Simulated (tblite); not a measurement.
Species: C4H9FSi.
Atom-mapped SMILES: `[F:1][C@H:2]1[CH2:3][CH2:4][SiH2:5][CH2:6]1` (hydrogens: H7 on C2; H8, H9 on C3; H10, H11 on C4; H12, H13 on Si5; H14, H15 on C6)

The geometry is computed with GFN2-xTB (gas phase).

Task: Give the optimised bond lengths and angles.

Result: 
```csv
bond,length (Å),order
F1–C2,1.385,single
C2–C3,1.525,single
C3–C4,1.529,single
C4–Si5,1.909,single
Si5–C6,1.905,single
C2–C6,1.523,single
C2–H7,1.097,single
C3–H8,1.092,single
C3–H9,1.091,single
C4–H10,1.091,single
C4–H11,1.088,single
Si5–H12,1.464,single
Si5–H13,1.465,single
C6–H14,1.088,single
C6–H15,1.090,single
```

Orders are formal, as drawn. A selection of angles:
```csv
angle,degrees
F1–C2–C3,110.1
F1–C2–C6,110.8
F1–C2–H7,105.5
C3–C2–C6,109.0
C3–C2–H7,110.5
C6–C2–H7,111.0
C2–C3–C4,107.5
C2–C3–H8,108.0
C2–C3–H9,110.7
C4–C3–H8,110.2
C4–C3–H9,112.3
H8–C3–H9,108.0
C3–C4–Si5,104.5
C3–C4–H10,109.6
C3–C4–H11,110.6
Si5–C4–H10,110.8
Si5–C4–H11,114.5
H10–C4–H11,106.7
C4–Si5–C6,93.5
C4–Si5–H12,113.2
C4–Si5–H13,112.8
C6–Si5–H12,112.5
C6–Si5–H13,112.6
H12–Si5–H13,111.2
Si5–C6–H14,115.2
Si5–C6–H15,111.2
C2–C6–Si5,104.1
C2–C6–H14,111.0
C2–C6–H15,108.2
H14–C6–H15,107.0
```

Torsions: F1–C2–C3–C4 173° (antiperiplanar); C2–C3–C4–Si5 -38° (synclinal); C3–C4–Si5–C6 14° (synperiplanar); C4–Si5–C6–C2 13° (synperiplanar); F1–C2–C6–Si5 -159° (antiperiplanar).

Si5 (SiH2 silicon) has angles from 93.5° to 113.2°. The 5-membered ring C2–C3–C4–Si5–C6 has internal angles of 93.5° to 109.0°; it is puckered, 0.19 Å rms from its mean plane, widest ring torsion 51°.

Point group: C1 (no symmetry element, even within 0.4 Å). Its GFN2-xTB frequencies are all real (lowest 101 cm⁻¹). One conformer, not necessarily the lowest.
